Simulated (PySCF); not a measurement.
Method: PBE-D3(BJ)/def2-TZVP // PBE0-D3(BJ)/def2-TZVP run with PySCF 2.14.0. Gas-phase values, no solvent. One relaxed conformer stands for a flexible species; it need not be the lowest. 

Reference species (SMILES): `CNCN` (neutral, multiplicity 1).

HOMO: -5.03 eV
HOMO–LUMO gap: 5.38 eV

Changed species: `CC(N)N`.

Q: What does the change do to the HOMO and HOMO–LUMO gap?

A: the HOMO drops by 0.20 eV, to -5.23 eV; the HOMO–LUMO gap falls by 0.15 eV, to 5.23 eV.
